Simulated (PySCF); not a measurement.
**Nuclear quadrupole coupling in `CN1[SiH2]N[SiH2]CN[Si@@H]1O`**

C₂H₁₃N₃OSi₃.
Atom-mapped SMILES: `[CH3:1][N:2]1[SiH2:3][NH:4][SiH2:5][CH2:6][NH:7][Si@@H:8]1[OH:9]` (hydrogens: H10, H11, H12 on C1; H13, H14 on Si3; H15 on N4; H16, H17 on Si5; H18, H19 on C6; H20 on N7; H21 on Si8; H22 on O9)

Cartesian coordinates in Å at the GFN2-xTB level; atoms count from 1:
```
atom  x, y, z in Å
C1     2.5758    0.7310   -0.3822
N2     1.2631    0.2030   -0.0613
Si3    1.1947   -1.5168   -0.1496
N4    -0.4138   -2.0547    0.1815
Si5   -1.8749   -1.4942   -0.5450
C6    -2.4058    0.1822    0.1832
N7    -1.4212    1.2378    0.0317
Si8    0.1409    1.2485    0.7571
O9     0.6574    2.7938    0.6247
H10    3.3450    0.2907    0.2565
H11    2.8320    0.5034   -1.4185
H12    2.5954    1.8072   -0.2404
H13    1.6351   -1.8947   -1.5033
H14    2.0421   -2.1669    0.8629
H15   -0.4502   -2.9793    0.5721
H16   -2.8980   -2.4851   -0.1807
H17   -1.7636   -1.3837   -2.0047
H18   -2.6784    0.0531    1.2402
H19   -3.3193    0.4948   -0.3310
H20   -1.8687    2.1414    0.1162
H21    0.2100    1.0785    2.2100
H22    0.5920    3.2295   -0.2204
```

Field gradients from the PBE0/pcSseg-1 density (PySCF, non-relativistic), principal values in atomic units, ordered |Vxx| ≤ |Vyy| ≤ |Vzz|:

| atom | Vxx | Vyy | Vzz |
| --- | --- | --- | --- |
| N2 | 0.1442 | 0.6847 | -0.8288 |
| N4 | 0.1710 | 0.5448 | -0.7158 |
| N7 | 0.2871 | 0.7334 | -1.0205 |
| O9 | -0.4128 | -1.0885 | 1.5013 |

Task: Find the asymmetry η = (Vxx − Vyy)/Vzz and the couplings χ = eQV/h (234.96 MHz × Q in barn × V in au), with Q(14N) = 0.02044 b, Q(17O) = −0.0256 b.

Result: 
```tsv
atom	environment	nucleus	η	χzz (MHz)	χxx (MHz)	χyy (MHz)
N2	nitrogen bridging silicon atoms	14N	0.65	-3.981	0.692	3.288
N4	nitrogen bridging silicon atoms	14N	0.52	-3.438	0.821	2.616
N7	silicon-bound nitrogen	14N	0.44	-4.901	1.379	3.522
O9	silanol oxygen	17O	0.45	-9.03	2.48	6.55
```

Task: What is Vzz at N2 in SI units (1 au = 9.71736 × 10²¹ V/m²)?

Result: -0.8288 au = -8.054 × 10²¹ V/m².

Were the hydrogens deuterons (Q(2H) = 0.00286 b), χzz would run from 103 kHz (H13 and H14) to 346 kHz (H22).

Isolated species at its GFN2-xTB geometry (one conformer only). GFN2-xTB bond lengths can be off by several hundredths of an ångström, more for odd bonds, and the gradients follow them. With a basis this small, the couplings can be 20 % off.
